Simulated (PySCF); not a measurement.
## From orbital energies to excitation energies

Species: thieno[3,2-b]thiophene, C₆H₄S₂.
Numbering: `[cH:1]1[cH:2][c:3]2[s:4][cH:5][cH:6][c:7]2[s:8]1` (hydrogens: H9 on C1; H10 on C2; H11 on C5; H12 on C6)

Level of theory: PySCF 2.14.0, density-fitted response routines, TDDFT wB97X-D/def2-SVPD, vertical, gas phase, core orbitals frozen in the response. Geometry: GFN2-xTB; no solvent, vibrations or thermal averaging.

Orbital energies (eV): HOMO-3 -11.55, HOMO-2 -10.13, HOMO-1 -8.50, HOMO -8.11, LUMO 0.75, LUMO+1 1.78, LUMO+2 1.99.

**Question.** Among the lowest singlets, which states do these configurations lead, and at what energies: HOMO→LUMO+1, HOMO→LUMO, HOMO-1→LUMO+1, HOMO-1→LUMO, HOMO-1→LUMO+2, HOMO→LUMO+2?

**Answer.** 

| state | leading configuration | weight | Δε (eV) | E (eV) | E − Δε (eV) | f | other configurations |
| --- | --- | --- | --- | --- | --- | --- | --- |
| S1 | HOMO→LUMO | 0.95 | 8.86 | 5.03 | -3.83 | 0.264 | – |
| S2 | HOMO-1→LUMO | 0.93 | 9.25 | 5.26 | -3.99 | 0.098 | – |
| S3 | HOMO→LUMO+1 | 0.73 | 9.89 | 5.73 | -4.16 | 0.0000 | H→L+8 (9%) |
| S4 | HOMO-1→LUMO+1 | 0.72 | 10.28 | 5.92 | -4.36 | 0.0000 | H-1→L+8 (12%), H→L+1 (9%) |
| S5 | HOMO→LUMO+2 | 0.72 | 10.10 | 5.95 | -4.15 | 0.0003 | – |
| S6 | HOMO-1→LUMO+2 | 0.70 | 10.49 | 6.23 | -4.26 | 0.0000 | H→L+2 (12%) |

E − Δε runs from -4.36 to -3.83 eV. By orbital difference alone the order would be S1, S2, S3, S5, S4, S6. Δε is the difference of the two orbital energies.

H and L stand for HOMO and LUMO. The other states: S7 6.24 eV, f 0.0000, H→L+3 (55%), H-1→L+3 (26%), H-2→L (14%); S8 6.46 eV, f 0.0026, H→L+4 (74%), H→L+6 (12%).

**Question.** Pair triplets and singlets of the same leading configuration (75% or more in both) and give the splittings.

**Answer.** 

| configuration | triplet | E(T) (eV) | singlet | E(S) (eV) | E(S) − E(T) (eV) |
| --- | --- | --- | --- | --- | --- |
| HOMO→LUMO | T1 | 3.39 | S1 | 5.03 | +1.63 |
| HOMO-1→LUMO | T2 | 4.15 | S2 | 5.26 | +1.11 |

The 3 triplets are Tamm–Dancoff values, the singlets full response.

Summed over the main configurations (up to three a state, each over 8%) of all 8 singlets, the electron leaves HOMO with weight 4.10, HOMO-1 with weight 2.72 and HOMO-2 with weight 0.14.
